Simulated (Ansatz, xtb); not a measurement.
System: InI2, charge 1, multiplicity 1. SMILES of the parent species: [In]([I])[I]
Structure (B3LYP-D3(BJ)/def2-TZVP (Ansatz, a quantum-chemistry and plane-wave program) minimum search):
```xyz
3

In     0.0000     0.0000     0.0000
I      0.0000     0.0000    -2.5675
I      0.0000     0.0000     2.5675
```
Charge +1, spin multiplicity 1.

Harmonic wavenumbers from GFN2-xTB (xtb, at its own minimum), cm⁻¹: 44, 44, 133, 259.

Problem. Give the harmonic wavenumbers at B3LYP-D3(BJ)/def2-TZVP (Ansatz, finite differences of forces, unscaled).

Solution. 51, 51, 156, 291 cm⁻¹. Zero-point energy 0.8 kcal/mol.

Problem. From these and the geometry, give the ideal-gas thermochemistry at 298.15 K and 1 atm (rigid rotor, harmonic oscillator).

Solution. Point group D∞h, rotational symmetry number 2. Rotational constants 0.3021, 0.3021 GHz. S(trans) 43.61, S(rot) 20.35, S(vib) 13.61, S(elec, spin only) 0.00, S 77.6 cal/(mol K). H(298) - H(0) 3.79 kcal/mol; G - E(el) -18.6 kcal/mol.
